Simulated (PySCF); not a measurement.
## C₆ coefficients of unlike pairs at wB97M-V

Calculated with PySCF 2.14 from the dipole response of each species, C₆(A,B) = (3/π) ∫ α_A(iu) α_B(iu) du, in atomic units, from isotropic polarisabilities. For ions this is the dispersion term alone; charge-induced terms of lower order in 1/R come first.

```
species           configuration                                      basis      relativity  α (bohr³)  C₆ (like pair)
   Te³⁺  [Kr] 4d10 5s2 5p1 (2P)  aug-cc-pwCVDZ-PP with ECP28MDF (6s5p4d1f)  core potential      10.47           52.76
      N       [He] 2s2 2p3 (4S)                     def2-TZVPPD (6s3p3d1f)            none      7.406           24.67
    N³⁺           [He] 2s2 (1S)                     dyall-av3z (15s9p3d2f)            none      2.136           2.130
```

Task: Estimate C₆ for N³⁺ with N.

Result: The integral gives 7.246. The combination rule 2 C_A C_B / (C_A α_B/α_A + C_B α_A/α_B) gives 7.248 and the geometric mean 7.249.

No spin-orbit coupling is included.

The other pairs:

```json
{"pair": "N, Te³⁺", "C₆": "35.93"}
{"pair": "N³⁺, Te³⁺", "C₆": "10.57"}
```
